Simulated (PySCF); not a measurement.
silylphosphine cation (H5PSi), SMILES [SiH3]P (connectivity only; charge and spin as stated), charge +1, multiplicity 2.

Coordinates come from a B3LYP-D3(BJ)/def2-TZVP optimisation. The spin state was assumed, not searched.

All values below come from PySCF 2.14.0 with TDA-M06-2X/def2-SVPD.

Vertical excitations. Gas-phase values at a fixed geometry.

```csv
state,energy (eV),λ (nm),f,main pairs
root 1,3.66,338,0.008,"β HOMO−2→LUMO 57 %, β HOMO→LUMO 40 %"
root 2,4.89,254,0.000,β HOMO−1→LUMO 86 %
root 3,5.08,244,0.031,"β HOMO→LUMO 57 %, β HOMO−2→LUMO 40 %"
root 4,5.71,217,0.001,"β HOMO−3→LUMO 81 %, β HOMO−1→LUMO 12 %"
root 5,6.29,197,0.002,α HOMO→LUMO+1 92 %
root 6,6.48,191,0.009,α HOMO→LUMO 94 %
root 7,7.45,166,0.018,"α HOMO→LUMO+2 70 %, α HOMO→LUMO+3 18 %"
root 8,7.89,157,0.001,"α HOMO−2→LUMO 48 %, β HOMO→LUMO+1 34 %"
root 9,7.93,156,0.000,"α HOMO−1→LUMO 56 %, β HOMO−1→LUMO+1 20 %, β HOMO→LUMO+2 5 %"
root 10,8.14,152,0.006,"α HOMO→LUMO+3 27 %, α HOMO−3→LUMO 21 %, α HOMO→LUMO+2 12 %, β HOMO−2→LUMO+1 25 %"
```
Unrestricted roots are not spin-pure.
